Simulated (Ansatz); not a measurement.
```xyz
12

C    -0.0353    1.7413   -0.7369
C    -0.1821    0.4341   -0.9361
C     0.4596   -0.6119   -0.1062
O     1.6049   -0.2014    0.5327
F     0.7693   -1.6923   -0.9579
In   -0.9696   -1.3619    1.4140
H     0.5967    2.1249    0.0570
H    -0.5558    2.4647   -1.3521
H    -0.8375    0.0617   -1.7184
H     2.1577    0.2750   -0.1050
H    -0.6221   -1.0795    3.0750
H    -2.3859   -2.1547    0.8339
```

The species carries charge 0 and has multiplicity 1. In: def2 effective core potential.

Q: List the r2SCAN/def2-TZVPP orbital energies in eV (the Gaussian-basis code of Ansatz). (Best estimate.)

A: The calculation gave: Occupied: -665.76, -516.41, -276.26, -273.57, -273.36, -125.57, -82.33, -81.95, -81.95, -31.31, -27.60, -20.77, -19.62, -19.39, -19.37, -19.34, -19.29, -17.29, -15.21, -13.47, -12.97, -12.13, -11.28, -10.32, -9.88, -9.71, -8.95, -7.93, -7.51, -7.39, -5.96. Lowest empty: -2.32, -1.22, -0.14, 0.90, 1.11, 1.92, 2.11, 2.41.
